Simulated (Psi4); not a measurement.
C4H9NaO (SMILES CC(C)(C)[O][Na]), singlet, geometry from GFN2-xTB (such geometries of metal compounds can be far from the true shape); CAM-B3LYP/6-31G** run with Psi4 1.11.

Input for Psi4:
```
memory 2 GB

molecule {
0 1
Na    1.41416953    1.64452484    0.99121953
O     0.00638526    0.48438095    0.82645381
C    -0.34210795   -0.36358128   -0.18034111
C     0.75261015   -1.42345878   -0.42643827
C    -1.65128625   -1.09921080    0.19043998
C    -0.57667651    0.39883633   -1.50187583
H     0.46412264   -2.11615523   -1.21272031
H     0.92429880   -1.97817725    0.49249473
H     1.68367264   -0.92366625   -0.71262686
H    -1.49879107   -1.65142879    1.11299942
H    -1.95379042   -1.78388005   -0.59743711
H    -2.43541732   -0.36628070    0.35593475
H     0.34667865    0.90926824   -1.79481754
H    -1.35327420    1.14432514   -1.35006294
H    -0.87968312   -0.27433875   -2.29951818
}

set {
  basis 6-31g**
  damping_percentage 50
}

energy('cam-b3lyp')
print_variables()
```

Predict the main parts of the log of this Psi4 run.


```
   => Loading Basis Set <=

    Name: 6-31G**
    Role: ORBITAL
    Keyword: BASIS

         ---------------------------------------------------------
                                   SCF
               by Justin Turney, Rob Parrish, Andy Simmonett
                          and Daniel G. A. Smith
                              RKS Reference
         ---------------------------------------------------------

  ==> Geometry <==

    Molecular point group: c1
    Full point group: C1

    Geometry (in Angstrom), charge = 0, multiplicity = 1:

       Center              X                  Y                   Z               Mass
    ------------   -----------------  -----------------  -----------------  -----------------
         NA           1.351028088558     1.554883801397     0.919014787640    22.989769282000
         O           -0.056756181442     0.394739911397     0.754249067640    15.994914619570
         C           -0.405249391442    -0.453222318603    -0.252545852360    12.000000000000
         C            0.689468708558    -1.513099818603    -0.498643012360    12.000000000000
         C           -1.714427691442    -1.188851838603     0.118235237640    12.000000000000
         C           -0.639817951442     0.309195291397    -1.574080572360    12.000000000000
         H            0.400981198558    -2.205796268603    -1.284925052360     1.007825032230
         H            0.861157358558    -2.067818288603     0.420289987640     1.007825032230
         H            1.620531198558    -1.013307288603    -0.784831602360     1.007825032230
         H           -1.561932511442    -1.741069828603     1.040794677640     1.007825032230
         H           -2.016931861442    -1.873521088603    -0.669641852360     1.007825032230
         H           -2.498558761442    -0.455921738603     0.283730007640     1.007825032230
         H            0.283537208558     0.819627201397    -1.867022282360     1.007825032230
         H           -1.416415641442     1.054684101397    -1.422267682360     1.007825032230
         H           -0.942824561442    -0.363979788603    -2.371722922360     1.007825032230

  Running in c1 symmetry.

  Rotational constants: A =      0.15502  B =      0.06555  C =      0.06540 [cm^-1]
  Rotational constants: A =   4647.47190  B =   1965.01995  C =   1960.52678 [MHz]
  Nuclear repulsion =  269.069948979606181

  Charge       = 0
  Multiplicity = 1
  Electrons    = 52
  Nalpha       = 26
  Nbeta        = 26

  ==> Algorithm <==

[...]
    Using symmetric orthogonalization.

  ==> Pre-Iterations <==

  SCF Guess: Superposition of Atomic Densities via on-the-fly atomic UHF (no occupation information).

   -------------------------
    Irrep   Nso     Nmo
   -------------------------
     A        139     139
   -------------------------
    Total     139     139
   -------------------------

  ==> Iterations <==

                           Total Energy        Delta E     RMS |[F,P]|

   @DF-RKS iter SAD:  -394.34136524838664   -3.94341e+02   0.00000e+00
   @DF-RKS iter   1:  -394.75674791218574   -4.15383e-01   7.13822e-03 DIIS/ADIIS
   @DF-RKS iter   2:  -390.82325400928050    3.93349e+00   1.63526e-02 DIIS/ADIIS/DAMP=50%

Traceback (most recent call last):
  File "psi4", line 375, in <module>
  File "<string>", line 36, in <module>
  File "site-packages/psi4/driver/driver.py", line 533, in energy
  File "site-packages/psi4/driver/procrouting/proc.py", line 2760, in run_scf
  File "site-packages/psi4/driver/procrouting/proc.py", line 2047, in scf_helper
  File "site-packages/psi4/driver/procrouting/scf_proc/scf_iterator.py", line 86, in scf_compute_energy
  File "site-packages/psi4/driver/procrouting/scf_proc/scf_iterator.py", line 501, in scf_iterate
  File "site-packages/psi4/driver/procrouting/scf_proc/subclass_methods.py", line 118, in _RHF_diis
  File "site-packages/psi4/driver/procrouting/diis.py", line 409, in extrapolate
  File "site-packages/psi4/driver/procrouting/diis.py", line 290, in adiis_coefficients

Exception: ADIIS minimization failed. File a bug, and include your entire input and output files.

Printing out the relevant lines from the Psithon --> Python processed input file:
    H    -0.87968312   -0.27433875   -2.29951818
    """)
    core.IO.set_default_namespace("")
    core.set_global_option("BASIS", "6-31g**")
    core.set_global_option("DAMPING_PERCENTAGE", 50)
--> energy('cam-b3lyp')
    print_variables()

!----------------------------------------------------------------------------------!
!                                                                                  !
!  ADIIS minimization failed. File a bug, and include your entire input and output !
!     files.                                                                       !
!                                                                                  !
!----------------------------------------------------------------------------------!
```

The run crashed.
